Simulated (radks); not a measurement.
Ge III, 30 electrons, occupied as [Ar] 3d9 4s2 5s1 (not the ground configuration). All-electron calculation, Dirac Kohn-Sham, PBE, spin-unpolarised, spherical densities, finite nucleus; open shells are shared between the two j in proportion to 2j + 1; Fermi nuclear charge, rms radius 4.0742 fm. Program: a radial shooting solver on a logarithmic mesh with Libxc functionals.

Unscreened Slater integrals over Kohn-Sham orbitals (cm^-1). Large and small components are both included. Empty in this configuration: 4p1/2.

\begin{tabular}{lr}
integral & value \\ \hline
F0(5s1/2,5s1/2) & 46529 \\
F0(5s1/2,4s1/2) & 58002 \\
G0(5s1/2,4s1/2) & 3636.0 \\
F0(5s1/2,3d5/2) & 63077 \\
G2(5s1/2,3d5/2) & 2238.1 \\
F0(5s1/2,3d3/2) & 63096 \\
G2(5s1/2,3d3/2) & 2222.3 \\
F0(5s1/2,4p1/2) & 56734 \\
G1(5s1/2,4p1/2) & 5950.4 \\
F0(4s1/2,4s1/2) & 109600 \\
F0(4s1/2,3d5/2) & 138580 \\
G2(4s1/2,3d5/2) & 13730 \\
F0(4s1/2,3d3/2) & 138680 \\
G2(4s1/2,3d3/2) & 13575 \\
F0(4s1/2,4p1/2) & 101230 \\
G1(4s1/2,4p1/2) & 67933 \\
F0(3d5/2,3d5/2) & 289360 \\
F2(3d5/2,3d5/2) & 136600 \\
F4(3d5/2,3d5/2) & 85534 \\
F0(3d5/2,3d3/2) & 290230 \\
F2(3d5/2,3d3/2) & 136990 \\
G2(3d5/2,3d3/2) & 136770 \\
G4(3d5/2,3d3/2) & 85644 \\
F0(3d5/2,4p1/2) & 122110 \\
G3(3d5/2,4p1/2) & 9000.1 \\
F0(3d3/2,3d3/2) & 291100 \\
F2(3d3/2,3d3/2) & 137380 \\
F0(3d3/2,4p1/2) & 122190 \\
G1(3d3/2,4p1/2) & 9943.3 \\
F0(4p1/2,4p1/2) & 94694 \\
\end{tabular}
